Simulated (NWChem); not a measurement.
Species: Si2H4S, singlet; SMILES [Si](S)[SiH3]

```xyz
7

Si    -1.1018     0.1987    -0.0001
S      0.5365     1.5620    -0.0001
H     -0.1732     2.7184     0.0009
Si     0.3634    -1.7137     0.0000
H      1.8296    -1.4059    -0.0061
H      0.0441    -2.5515    -1.2022
H      0.0525    -2.5432     1.2100
```
Atoms are numbered in this order, from 1.

Program: NWChem. Low-valent species are run as closed-shell singlets; no triplet was tried in these runs. Structure relaxed at the PBE0/def2-SVP level. Ions are spin-unrestricted doublets at the neutral geometry; other ion states weren't tried.

### Question
What does the run give for PBE0/def2-SVP? Quantities: vertical ionisation energy, ΔSCF (eV); −ε(HOMO) (eV).

### Answer
```yaml
vertical ionisation energy, ΔSCF (eV): 8.46
"−ε(HOMO) (eV)": 6.52
```
